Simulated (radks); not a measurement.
The numbers below are computed, except where a source is named.
Excited configurations of Li2+: one electron is placed in a higher orbital outside the bare nucleus. The ground configuration is 1s1. Code: a radial shooting solver on a logarithmic mesh with Libxc functionals. Model: Dirac Kohn-Sham, PBE, spin-unpolarised, spherical densities, finite nucleus; open shells are shared between the two j in proportion to 2j + 1; Fermi nuclear charge, rms radius 2.444 fm. Excitation = E - E(ground); binding = E(ion) - E, where the ion is the core of charge +3; n* = 3/sqrt(2 binding) in atomic units, and the quantum defect is n - n*. Eigenvalue and <r> are those of j = l + 1/2.

outer orbital  excitation (eV)  binding (eV)     n*  quantum defect  eigenvalue (eV)  <r> (bohr)
3s                      104.46        13.765  2.983           0.017          -11.850       4.444
3d                      104.86        13.360  3.027          -0.027          -10.824       3.549
6s                      114.66         3.557  5.867           0.133           -3.123       17.59
6d                      114.67         3.553  5.871           0.129           -3.088       16.63
7d                      115.59         2.631  6.822           0.178           -2.304       22.92
7f                      115.59         2.627  6.827           0.173           -2.282       21.97

Estimate the row for 7s.

Answer. excitation (eV) 115.59; binding (eV) 2.631; n* 6.822; quantum defect 0.178; eigenvalue (eV) -2.320; <r> (bohr) 23.90. The Delta-SCF ionisation energy is 118.22 eV (NIST Atomic Spectra Database: 122.45 eV, theoretical). Self-interaction in the functional shifts the binding energies and quantum defects, so they are the method's values and not measured ones. Spin polarisation and multiplet splitting are left out, so open shells lie too high by an amount that depends on their filling.

Beside tabulated values, note that spin-unpolarised runs miss the spin-polarisation part of the exchange energy of open shells.
